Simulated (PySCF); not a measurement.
# Krypton: a sound run and one with changed settings

Sound run: Kr⁺ [Ar] 3d10 4s2 4p5, Kr²⁺ [Ar] 3d10 4s2 4p4. All numbers are calculated (PySCF 2.14, the spin-free X2C one-electron Hamiltonian (Gaussian nucleus), in Sapporo-DKH3-DZP-2012 (6s5p3d1f, 43 functions)). The sound run starts from symmetry-adapted Hartree-Fock orbitals and uses a fine grid where one is needed.

A second run was set up differently.

| species | method | sound run (hartree) | changed run (hartree) | converged |
| --- | --- | --- | --- | --- |
| Kr⁺ | UHF | -2787.62818 | -2746.44555 | no |
| Kr⁺ | PBE0 | -2789.14865 | -2742.07861 | no |
| Kr⁺ | M06-2X | -2789.60190 | -2743.40184 | no |
| Kr²⁺ | UHF | -2786.77248 | -2752.83012 | no |
| Kr²⁺ | PBE0 | -2788.25185 | -2748.35465 | no |
| Kr²⁺ | M06-2X | -2788.71145 | -2749.98834 | no |

Task: What was changed?
A. too few SCF iterations
B. angular grid far too coarse
C. level shift left on
D. minimal basis

Result: A. It used initial guess 1e, at most 2 SCF cycles. The SCF was stopped early; the energies are upper bounds that still move, and correlated levels were skipped or rest on poor orbitals.
